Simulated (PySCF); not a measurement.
Pb3 at several levels of theory

Computed with PySCF 2.14.0 (density fitting, no spin-orbit coupling) at the geometry relaxed with r2SCAN:

```xyz
3
Pb3 (triplet)
Pb    1.7337    0.0000    0.0000
Pb   -0.8668    1.5015    0.0000
Pb   -0.8669   -1.5014    0.0000
```

```tsv
level	basis	state	HOMO (eV)	gap (eV)	charge on Pb1 (e)	dipole about the centre of mass (D)	largest force component (eV/Å)
r2SCAN	Pb def2-SVP with ECP60	triplet	-4.67	0.98	0.00	0.00	0.03
B3LYP	the same	triplet	-4.99	1.55	0.00	0.01	0.29
PBE	the same	triplet	-4.49	0.62	0.00	0.00	0.25
TPSS	the same	triplet	-4.48	0.68	0.00	0.00	0.11
PBE0	the same	triplet	-5.09	1.89	0.00	0.00	0.07
```

HOMO and gap are taken over both spins. Charges are Mulliken's, which hang on the basis. The relaxation used the grid (50, 194), these runs (75, 302) or, all-electron (x2c bases, spin-free X2C Hamiltonian), (99, 590).

Question: What does r2SCAN with Pb def2-TZVP with ECP60 give here?

Answer: state triplet, HOMO (eV) -4.65, gap (eV) 1.03, charge on Pb1 (e) 0.00, dipole about the centre of mass (D) 0.00, largest force component (eV/Å) 0.17. Time: 34 s on 2 threads of Intel(R) Xeon(R) Processor @ 2.50GHz (Skylake/Cascade Lake), with other jobs on the host, from free ions and atoms.

No frequency check is given that shows the relaxed geometry to be a minimum. Open shells may have lower solutions than the one found.
